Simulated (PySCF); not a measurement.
Correlation energy of Al (aluminium, neutral)

[Ne] 3s2 4s1, 2S determinant (an excited configuration). All numbers are calculated (PySCF 2.14, no relativity, point nucleus, in dyall-av2z (13s9p2d, 50 functions)). Frozen: [Ne]; 3 electrons correlated; the 15 highest virtual orbitals of each spin left out.

```json
{"level": "CCSD", "correlation energy (mhartree)": "-45.31"}
{"level": "(T)", "correlation energy (mhartree)": "-0.76"}
{"level": "CCSD(T)", "correlation energy (mhartree)": "-46.07"}
{"level": "CCSDT", "correlation energy (mhartree)": "-46.52"}
```

Diagnostics: T1 = 0.012, D1 = 0.0296, largest double amplitude 0.096.

Question: Is a single reference adequate?

Answer: Mostly. T1 lies below 0.03, but a double amplitude of this size points to a near-degeneracy that CCSD handles and MP2 describes poorly.
